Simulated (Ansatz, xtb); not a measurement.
Molecule: GeO3 (charge 0, singlet). 
Coordinates optimised at B3LYP-D3(BJ)/def2-TZVP (Ansatz, a quantum-chemistry and plane-wave program):
SMILES: [O]1[O][Ge]1=[O]
```xyz
4

Ge     0.0017    -0.2139     0.0003
O      0.0146    -1.8403     0.0022
O      0.8015     1.3544     0.0182
O     -0.8229     1.3415    -0.0215
```
Charge 0, spin multiplicity 1.

Harmonic wavenumbers from GFN2-xTB (xtb, at its own minimum), cm⁻¹: 156, 158, 571, 635, 898, 962.

### Question
Give the harmonic wavenumbers at B3LYP-D3(BJ)/def2-TZVP (Ansatz, finite differences of forces, unscaled).

### Answer
185, 194, 585, 648, 843, 1019 cm⁻¹. Zero-point energy 5.0 kcal/mol.

### Question
From these and the geometry, give the ideal-gas thermochemistry at 298.15 K and 1 atm (rigid rotor, harmonic oscillator).

### Answer
Point group C2v, rotational symmetry number 2. Rotational constants 23.93, 4.371, 3.696 GHz. S(trans) 40.28, S(rot) 22.86, S(vib) 5.58, S(elec, spin only) 0.00, S 68.7 cal/(mol K). H(298) - H(0) 3.35 kcal/mol; G - E(el) -12.2 kcal/mol.
